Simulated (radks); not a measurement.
Values are calculated unless marked as measured or tabulated.
The table gives one normalised radial function P(r) = r R(r) of Ba in [Xe] 6s2 (r in bohr). Level of theory: scalar-relativistic Kohn-Sham, Slater X-alpha with alpha = 1.006, spin-polarised, spherical densities, finite nucleus; Fermi nuclear charge, rms radius 4.8378 fm (a radial shooting solver on a logarithmic mesh with Libxc functionals).

r               P
0.0008972   0.0000
0.001045    0.0000
0.001216    0.0000
0.001427    0.0000
0.001661    0.0000
0.001934    0.0000
0.002251    0.0000
0.002621    0.0001
0.003051    0.0001
0.003581    0.0002
0.004168    0.0002
0.004853    0.0004
0.005649    0.0006
0.006577    0.0008
0.007656    0.0013
0.008985    0.0020
0.01046     0.0030
0.01218     0.0045
0.01418     0.0068
0.0165      0.0102
0.01921     0.0152
0.02255     0.0228
0.02625     0.0334
0.03056     0.0484
0.03557     0.0693
0.04141     0.0980
0.0486      0.1386
0.05657     0.1892
0.06586     0.2528
0.07667     0.3295
0.08926     0.4172
0.1039      0.5105
0.1219      0.6041
0.142       0.6736
0.1653      0.7050
0.1924      0.6780
0.224       0.5744
0.2607      0.3839
0.306       0.0945
0.3562     -0.2413
0.4147     -0.5947
0.4828     -0.9133
0.562      -1.1449
0.6595     -1.2536
0.7678     -1.2186
0.8939     -1.0702
1.041      -0.8523
1.211      -0.6153
1.41       -0.4012
1.655      -0.2271
1.927      -0.1167
2.243      -0.0523
2.611      -0.0201
3.04       -0.0065
3.539      -0.0017
4.153      -0.0003
4.835      -0.0001
5.628      0.0000
6.552      0.0000
7.628      0.0000
8.88       0.0000
10.42      0.0000
12.13      0.0000
14.12      0.0000

Which n and l does it have? It may be an empty orbital.

Answer. n = 4, l = 2: the number of nodes gives n - l - 1 = 1, the rise at small r (about r^(l+1), flatter next to the nucleus through relativity) gives l, and the extent must fit the shell. The curve is that of 4d. 4d: eigenvalue -100.19 eV, 1 radial node at r = 0.320 bohr, <r> = 0.781 bohr, 90 % of the charge inside 1.17 bohr.
